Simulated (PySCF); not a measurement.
An unknown shows these calculated signals:

¹H NMR (300 MHz, computed): δ 6.95 (m, 1H), 6.60 (m, 1H), 5.54 (m, 1H), 4.05 (s, 3H).

¹³C{¹H} NMR (computed): δ 168.1 (C), 135.1 (CH), 119.4 (CH), 88.2 (CH), 56.1 (CH3).

Calculated, not measured (PySCF 2.14): GFN2-xTB geometry, GIAO PBE0/pcSseg-1 shieldings. One averaged value for each set of equivalent atoms, one conformer, non-relativistic Hamiltonian, isolated molecule.

Referencing at the same level of theory: ¹H, ¹³C vs TMS.

Problem. Which of these does the molecule contain: a methoxy group, a heteroaromatic ring, a CF3 group, a carboxylic acid, an N-methyl group?

Solution. 
- A methoxy group: yes (δC 56.1; δH 4.05 (s)).
- A heteroaromatic ring: yes.
- A CF3 group: no.
- A carboxylic acid: no.
- An N-methyl group: no.

The data belong to `COc1ccco1`, C5H6O2; they needn't prove each group on their own.

Carbon signals by region: 1 in the far downfield region (above 160 ppm), 2 in the sp2 and nitrile region (100–160 ppm), 2 at 50–100 ppm. Above 160 ppm: 168.1, aromatic carbon bearing oxygen.

Shifts are as computed. Against solution values, carbons near 30 ppm lie about +3 ppm off and those near 130 ppm about +5 ppm. Of 1211 compounds with measured shifts, 218 miss one by over three times the rms of a fit or turn the order of signals round; such compounds aren't used in these exercises. No couplings were computed; multiplicities are counted from neighbouring protons, with m where these are inequivalent, close in shift, in a saturated or five-membered ring or joined by F or P, and br s for small geminal =CH2 splittings.
